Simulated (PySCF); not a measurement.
**Electron correlation in P²⁺ (phosphorus, charge +2)**

[Ne] 3s2 3p1, 2P determinant. All numbers are calculated (PySCF 2.14, the non-relativistic Hamiltonian (point nucleus), in def2-SVP (4s3p1d, 18 functions)). Frozen: [Ne]; 3 electrons correlated.

MP2 pair energies summed by pair of shells (mhartree):

```
 pair  energy  share (%)
3s-3s  -22.84       58.1
3s-3p  -16.50       41.9
```

Total MP2 correlation energy: -39.34 mhartree.

Same-spin part -2.32 and opposite-spin part -37.02 mhartree; SCS-MP2 scales them by 1/3 and 6/5 to -45.20 mhartree.

| level | correlation energy (mhartree) |
| --- | --- |
| CCSD | -58.92 |
| (T) | -0.65 |
| CCSD(T) | -59.57 |

Diagnostics: T1 = 0.0099, D1 = 0.0228, largest double amplitude 0.110.

Cost of the coupled-cluster step: 0.08 s of wall time on 1 thread of Neoverse-V1 (shared host), for 3 correlated electrons.
